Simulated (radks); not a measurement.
Spherical quantum dot in the effective-mass picture: electrons in a hard-walled sphere of radius 1.62, with a point charge +1 (a donor) at the centre, all in effective atomic units (hartree* = m*/eps^2 hartree, bohr* = eps/m* bohr), one dielectric constant everywhere. Calculated with a radial shooting solver with Libxc functionals: non-relativistic Kohn-Sham, LDA (Slater exchange, Perdew-Wang correlation), spin-polarised, spherical densities. Levels are named by radial order and angular momentum (1s, 1p, 1d, 2s, ...), and open shells are averaged over m. Results are scaled to m* = 0.058 and eps = 14.5, for which hartree* = 7.507 meV and bohr* = 13.23 nm. Each electron was tried in the lowest free levels, single moves between levels near the top were tried too, and the lowest total energy was kept; such a search can miss a lower state. At N = 1 the Hartree and exchange-correlation terms need not cancel, so that row can carry a self-interaction error.

N        open shells  2S  E (meV)  addition energy mu(N+1) - mu(N) (meV)  e(HOMO) (meV)
1   1s(up 1, down 0)   1  2.26376                                  8.605         5.5460
2               none   0  13.1326                                  23.02         14.144
3   1p(up 1, down 0)   1  47.0178                                  6.029         36.851
4   1p(up 2, down 0)   2  86.9320                                  6.215         43.005
5   1p(up 3, down 0)   3  133.061                                  8.108         49.264
6   1p(up 3, down 1)   2  187.298                                  5.932         57.165
7   1p(up 3, down 2)   1  247.468                                  6.086         63.197
8               none   0  313.723                                  23.36         69.323
9   1d(up 1, down 0)   1  403.336                                  5.799         92.504
10  1d(up 2, down 0)   2  498.748                                  5.839         98.326
11  1d(up 3, down 0)   3  599.999                                  5.864         104.18
12  1d(up 4, down 0)   4  707.113                                  5.879         110.05
13  1d(up 5, down 0)   5  820.107                                  7.590         115.94
14  1d(up 5, down 1)   4  940.690                                  5.726         123.44
15  1d(up 5, down 2)   3  1067.00                                  5.764         129.19
16  1d(up 5, down 3)   2  1199.07                                  5.788         134.96
17  1d(up 5, down 4)   1  1336.93                                  5.804         140.76
18              none   0  1480.60                                  16.40         146.57
19  2s(up 1, down 0)   1  1640.67                                  8.906         163.83
20              none   0  1809.65                                  12.66         172.78
21  1f(up 1, down 0)   1  1991.28                                  5.631         184.45
22  1f(up 2, down 0)   2  2178.55                                  5.641         190.09
23  1f(up 3, down 0)   3  2371.45                                  5.648         195.73
24  1f(up 4, down 0)   4  2570.01                                  5.653         201.38
25  1f(up 5, down 0)   5  2774.22                                  5.656         207.03
26  1f(up 6, down 0)   6  2984.08                                  5.659         212.69
27  1f(up 7, down 0)   7  3199.60                                  7.209         218.35
28  1f(up 7, down 1)   6  3422.33                                  5.581         225.52
29  1f(up 7, down 2)   5  3650.64                                  5.591         231.11
30  1f(up 7, down 3)   4  3884.55                                  5.599         236.70
31  1f(up 7, down 4)   3  4124.05                                  5.604         242.30
32  1f(up 7, down 5)   2  4369.16                                  5.609         247.91
33  1f(up 7, down 6)   1  4619.87                                  5.612         253.52
34              none   0  4876.20                                  28.54         259.13
35  1g(up 1, down 0)   1  5161.07                                  5.510         287.63
36  1g(up 2, down 0)   2  5451.46                                      -         293.14

All shells are closed at N = 2, 8, 18, 20, 34 (there: 1s2 1p6 1d10 2s2 1f14); the second difference of the energy has clear peaks (12 % above both neighbours; the first and last values, which can be the largest, are not judged, and half-filled shells can peak too) at N = 2, 5, 8, 13, 18, 20, 27, 34.
